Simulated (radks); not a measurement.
Valence configurations of Pb+. Method: scalar-relativistic Kohn-Sham, r2SCAN, spin-polarised, spherical densities, finite nucleus; open shells are filled with parallel spins first (spin-orbit coupling, left out, can overturn this in heavy ions); meta-GGA in the generalised Kohn-Sham scheme; Fermi nuclear charge, rms radius 5.5012 fm; computed with a radial shooting solver on a logarithmic mesh with Libxc functionals. Energies are relative to [Hg] 6p1; eigenvalues in eV for spin up.

[Hg] 6p1: E (eV) 0.000; moment (Bohr magnetons) 1; e(4f) -142.15; e(5d) -29.559; e(6p) -10.300; e(6s) -20.002
[Xe] 4f14 5d10 6s1 6p2: E (eV) 7.632; moment (Bohr magnetons) 3; e(4f) -143.74; e(5d) -31.253; e(6p) -11.798; e(6s) -21.910
[Xe] 4f14 5d9.5 6s2 6p1.5: E (eV) 9.829; moment (Bohr magnetons) 2; e(4f) -145.33; e(5d) -32.131; e(6p) -11.315; e(6s) -21.465
[Xe] 4f14 5d9.5 6s1.5 6p2: E (eV) 13.836; moment (Bohr magnetons) 3; e(4f) -146.12; e(5d) -32.955; e(6p) -12.032; e(6s) -22.390
[Xe] 4f14 5d9 6s2 6p2: E (eV) 20.174; moment (Bohr magnetons) 3; e(4f) -148.49; e(5d) -34.660; e(6p) -12.242; e(6s) -22.843
[Xe] 4f14 5d9 6s1 6p3: E (eV) 27.492; moment (Bohr magnetons) 5; e(4f) -149.90; e(5d) -36.151; e(6p) -13.435; e(6s) -24.441
[Xe] 4f14 5d8.5 6s2 6p2.5: E (eV) 31.039; moment (Bohr magnetons) 4; e(4f) -151.64; e(5d) -37.156; e(6p) -13.107; e(6s) -24.157
[Xe] 4f13 5d10 6s2 6p2: E (eV) 140.13; moment (Bohr magnetons) 3; e(4f) -162.70; e(5d) -36.128; e(6p) -12.309; e(6s) -22.977
[Xe] 4f12 5d9 6s1 6p5: E (eV) 341.85; moment (Bohr magnetons) 5; e(4f) -192.49; e(5d) -49.844; e(6p) -15.957; e(6s) -29.058
[Xe] 4f11 5d9 6s1 6p6: E (eV) 525.25; moment (Bohr magnetons) 5; e(4f) -214.52; e(5d) -56.807; e(6p) -17.036; e(6s) -31.135

NIST lists [Hg] 6p1 as the ground configuration; this level of theory agrees among the configurations tried. The energies are those of spherical high-spin densities, not of single terms.
